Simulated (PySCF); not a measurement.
# Static response to an electric field

C6H13P.
Structure used (GFN2-xTB), in Å, numbered top down from 1:
```xyz
20
C6H13P angstrom
C      3.1064   -0.1379   -0.5639
C      1.9466   -0.3911   -1.1439
C      0.7015   -0.7439   -0.4119
P     -0.5560    0.6396   -0.5795
C      0.2762    1.8583    0.5375
C     -1.8103    0.0103    0.6521
C     -2.7032   -1.0750    0.0668
H      3.2289   -0.1951    0.5059
H      3.9829    0.1282   -1.1296
H      1.8483   -0.3236   -2.2198
H      0.9044   -0.9291    0.6466
H      0.2495   -1.6358   -0.8547
H      1.2124    2.1706    0.0790
H      0.4788    1.4257    1.5167
H     -0.3633    2.7315    0.6518
H     -1.2996   -0.3534    1.5490
H     -2.4219    0.8714    0.9370
H     -2.1222   -1.9551   -0.2009
H     -3.4624   -1.3743    0.7877
H     -3.2020   -0.7107   -0.8288
```

Level: B3LYP/def2-SVPD (PySCF), static field, nuclei fixed, core orbitals frozen in the response. The polarisability tensor in these axes (au):

```
x   125.84   5.42  -3.17
y     5.42  92.81   3.29
z    -3.17   3.29  88.94
```

Task: What are the eigenvalues, a third of the trace, and Δα (Δα² = ½Σ(αi − αj)² over the three pairs)?

Result: Principal values 86.28, 94.41 and 126.88 au; mean 102.53 au = 15.19 Å³ = 16.90 × 10⁻⁴⁰ C²·m²/J; Δα = 37.21 au (36 % of the mean).

Task: What is the dipole moment, and where does it point?

Result: (-0.13, -0.33, 1.09) D, 1.15 D in size, pointing from the negative to the positive side. Measured along this direction, the outermost atoms are H10 at the negative end and H16 at the positive end.

Task: Along which axes do the principal values lie, and how far do the nuclei extend along each?

Result: Largest value along (0.99, 0.15, -0.07), where the nuclei span 7.70 Å; middle along (-0.09, 0.83, 0.55), 4.51 Å; least along (0.14, -0.54, 0.83), 2.71 Å. The response follows the extents in order.

Task: Orientational against electronic polarisability at 350 K (dilute gas, rigid molecules)?

Result: In Gaussian units μ²/3kT = 9.07 Å³ against 15.19 Å³, a ratio of 0.60; the Debye molar polarisation (4π/3)N_A(α + μ²/3kT) is 61.2 cm³/mol, leaving out the vibrational part.

Task: Rayleigh depolarisation ratio (linearly polarised light, static tensor)?

Result: ρ = 3Δα²/(45ᾱ² + 4Δα²) = 4152.9/(473028 + 5537.2) = 0.00868.

Task: In TDDFT the mean static polarisability is Σ f/ω² over all singlet excitations (ω in hartree). How much of it do the 8 lowest give? Their energies (eV) and oscillator strengths: 5.43, 0.0045; 6.11, 0.0474; 6.19, 0.0677; 6.37, 0.0512; 6.79, 0.1055; 6.85, 0.3729; 6.89, 0.0069; 6.97, 0.0091.

Result: They add up to 11.12 au, 10.8 % of the 102.53 au; the largest single term is 5.88 au, from the state at 6.85 eV. Terms in order: 0.11, 0.94, 1.31, 0.93, 1.70, 5.88, 0.11, 0.14 au. Higher excitations give the rest. The strengths listed sum to 0.665.

One conformer (not necessarily the lowest) at the GFN2-xTB geometry, without solvent, vibrations or thermal averaging.

These values come from a run that also computed excited states. Time: 63 s of wall time (with the writing of density and orbital grids); peak memory 0.95 GiB. Hardware: one thread, Arm Neoverse V2 (aarch64), shared host with 192 logical CPUs at a one-minute load of 53.
